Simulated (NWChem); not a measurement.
System: C$_{3}$HCl$_{2}$F; SMILES C(=CF)=C(Cl)Cl

Computed with NWChem. Geometry: optimised at PBE0/def2-SVP. B3LYP is NWChem's, with the RPA form of VWN correlation. Total energies of different functionals are on different scales.

```
level               energy (Ha)  highest occupied level (eV)  orbital gap (eV)  dipole (D)
------------------  -----------  ---------------------------  ----------------  ----------
B3LYP/def2-SVP       -1134.6468                        -7.43              6.37        1.20
PBE/def2-SVP         -1134.0172                        -6.45              4.66        1.10
PBE0/def2-SVP        -1134.0892                        -7.76              6.80        1.28
TPSS/def2-SVP        -1134.6962                        -6.58              4.86        1.22
B97-2/def2-SVP       -1134.6243                        -7.54              6.51        1.29
LRC-wPBEh/def2-SVP   -1134.1192                        -9.60             10.32        1.33
RPBE/def2-SVP        -1134.5340                        -6.40              4.68        1.10
```
